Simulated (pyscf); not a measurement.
Single points on ωB97X-D3(BJ)/def2-SVP structures (PySCF, gas phase).

Task: How much does it cost (ΔH, 298 K, ωB97M-D3(BJ)/def2-TZVP) to split H₃Si–SiH₂–O–GeH₂–SiH₃ at its Ge–O bond into •O–SiH₂–SiH₃ + H₃Si–GeH₂•?

Result: Ge–O to •O–SiH₂–SiH₃ + H₃Si–GeH₂•: 4.09 eV. The 7 functionals that were run give +3.67 (PBE) to +4.30 eV (ωB97X-D3(BJ)/def2-TZVP). •O–SiH₂–SiH₃ lies 2.00 eV over its isomer •H₂Si–O–SiH₃ (electronic energy, ωB97M-D3(BJ)/def2-TZVP). Other isomers of H₃Si–GeH₂• were not searched in full and may lie lower. Elements up to Kr have no core potential and no relativistic terms here.
